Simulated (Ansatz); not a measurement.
A nudged elastic band was laid between two geometries of BGaH$_{6}$Si (9 atoms, charge 0, multiplicity 1).

The calculation used Ansatz, RKS r2SCANh-D4/def2-SVP.

```json
{
 "movable images": "9",
 "climbing image": "yes",
 "spring": "5.0 eV/Å²",
 "optimiser": "quadratic models (default)",
 "start path": "through a guess of the saddle point",
 "force threshold": "0.05 eV/Å",
 "iteration limit": "47",
 "end points": "relaxed"
}
```

Image 0:

```xyz
9
Properties=species:S:1:pos:R:3
B -1.477 0.685 -1.477
Ga 0.325 0.686 -0.501
Si 0.853 -0.857 1.282
H -1.680 -0.001 -2.451
H -2.415 1.337 -1.083
H 1.486 1.688 -0.840
H 2.020 -1.708 0.888
H -0.269 -1.773 1.651
H 1.246 -0.103 2.514
```

Image 10:

```xyz
9
Properties=species:S:1:pos:R:3
B -0.799 0.163 -0.585
Ga 0.585 1.463 -1.142
Si 0.128 -0.863 0.902
H -1.018 -0.548 -1.551
H -1.744 0.810 -0.165
H 1.794 2.424 -1.464
H 1.383 -1.565 0.470
H -0.779 -1.920 1.452
H 0.540 -0.010 2.067
```

Question: What changes between the two ends?

Answer: Bonds formed: B1–Si3. The height of B1 over the plane of its neighbours goes from 0.02 to -0.45 Å.

Question: What energy profile does the band end with?

Answer: The run converged. The highest image is number 5 of 0 to 10, 13.6 kJ/mol above the first end and 67.4 kJ/mol above the last; the last end lies 53.8 kJ/mol below the first. A vibrational analysis at the climbing image gives one clearly imaginary mode, 143i cm⁻¹: a first-order saddle point.

```
image  path coordinate (Å)  energy (kJ/mol)  B1–Si3 (Å)  height of B1 over the plane of its neighbours (Å)
    0                 0.00              0.0        3.93                                               0.02
    1                 0.42              1.1        3.76                                               0.05
    2                 0.85              3.8        3.57                                               0.09
    3                 1.27              7.4        3.38                                               0.12
    4                 1.70             11.1        3.15                                               0.14
    5                 2.12             13.6        2.89                                               0.13
    6                 2.52              6.2        2.59                                              -0.01
    7                 2.91            -26.0        2.26                                              -0.21
    8                 3.31            -49.5        2.07                                              -0.33
    9                 3.71            -53.3        2.04                                              -0.40
   10                 4.10            -53.8        2.03                                              -0.45
```

Question: What is the geometry of the highest image?

Answer: 
```xyz
9
Properties=species:S:1:pos:R:3
B -1.221 0.455 -1.073
Ga 0.601 1.139 -0.810
Si 0.541 -0.674 0.924
H -1.372 -0.547 -1.732
H -2.108 0.810 -0.335
H 1.926 1.923 -0.914
H 1.633 -1.650 0.614
H -0.726 -1.452 1.052
H 0.815 -0.049 2.257
```

Question: What are the harmonic wavenumbers there?

Answer: 143i, 115, 265, 294, 307, 342, 539, 540, 599, 621, 821, 828, 933, 945, 1090, 2048, 2200, 2213, 2233, 2568, 2674 cm⁻¹.

The band took 14 iterations and roughly 12 core-minutes.

Run time: 6.2 min on 2 threads of Arm Neoverse V2 (shared host), peak memory 0.22 GiB.
